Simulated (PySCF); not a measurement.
C₄H₅NSi, SMILES C#C[SiH](C#C)N. Geometry: B3LYP-D3(BJ)/def2-SVP. The structure was generated by enumeration, and PubChem lists no compound with its InChIKey, so it may never have been made. Other conformers were not sampled.

Computed equilibrium geometry at B3LYP-D3(BJ)/def2-SVP (PySCF confirms it by a frequency run) as Cartesian coordinates in Å (one conformer of several):
```xyz
11

C      2.6204    -0.3206    -0.7779
C      1.5366    -0.2594    -0.2278
Si    -0.0995    -0.1565     0.5987
N     -0.8211    -1.7238     0.5535
C     -1.0545     1.1696    -0.2598
C     -1.7135     2.0300    -0.8159
H      3.5787    -0.3747    -1.2617
H      0.0439     0.2421     2.0216
H     -0.8743    -2.2171    -0.3334
H     -1.6502    -1.9004     1.1137
H     -2.2910     2.7911    -1.3084
```
